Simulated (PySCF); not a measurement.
A side-by-side comparison of computed properties.

First species: C₉H₉N.
SMILES with atom numbers: `[CH3:1][c:2]1[cH:3][cH:4][c:5]2[cH:6][cH:7][cH:8][cH:9][n:10]12` (hydrogens: H11, H12, H13 on C1; H14 on C3; H15 on C4; H16 on C6; H17 on C7; H18 on C8; H19 on C9)

Second species: C₉H₉N.
Numbering: `[CH:1]#[C:2][CH2:3][C:4](=[CH2:5])[C:6](=[CH2:7])[CH2:8][C:9]#[N:10]` (hydrogens: H11 on C1; H12, H13 on C3; H14, H15 on C5; H16, H17 on C7; H18, H19 on C8)

Levels: PBE0/pcSseg-1 for dipole moment, HOMO energy, LUMO energy and HOMO–LUMO gap; GFN2-xTB for rotational constant A and rotational constant C. Geometries: GFN2-xTB. All species are isolated and taken at one optimised geometry, non-relativistic unless stated. Electronic properties by PySCF.

The conformers computed, where there is a choice (atom-mapped SMILES and torsion angles):
- `[CH:1]#[C:2][CH2:3][C:4](=[CH2:5])[C:6](=[CH2:7])[CH2:8][C:9]#[N:10]`: C2–C3–C4–C5 93°, C3–C4–C6–C7 -145°, C4–C6–C8–C9 -90°

```tsv
property	column X	column Y
dipole moment	1.30 D	3.74 D
HOMO energy	-5.32 eV	-7.27 eV
LUMO energy	-0.65 eV	-1.28 eV
HOMO–LUMO gap	4.67 eV	5.99 eV
rotational constant A	2.658 GHz	1.517 GHz
rotational constant C	0.903 GHz	0.822 GHz
```

Task: Which column belongs to which species?

Result: Column X is the first species and column Y the second. The first has 19 atoms and 70 electrons, the second 19 and 70.

Task: How does each property change from the first species to the second?

Result: dipole moment +2.44 D; HOMO energy -1.95 eV; LUMO energy -0.63 eV; HOMO–LUMO gap +1.32 eV; rotational constant A -1.141 GHz; rotational constant C -0.081 GHz.

On the first: The dipole equals about 4.3 × 10⁻³⁰ C·m (1 D = 3.33564 × 10⁻³⁰ C·m). A dipole of 1.30 D is allowed in Cs, and pure rotational transitions are dipole-allowed.

On the second: A dipole of 3.74 D is allowed in C1, and pure rotational transitions are dipole-allowed. In atomic units the dipole is 1.47 e·bohr (1 au = 2.5417 D).
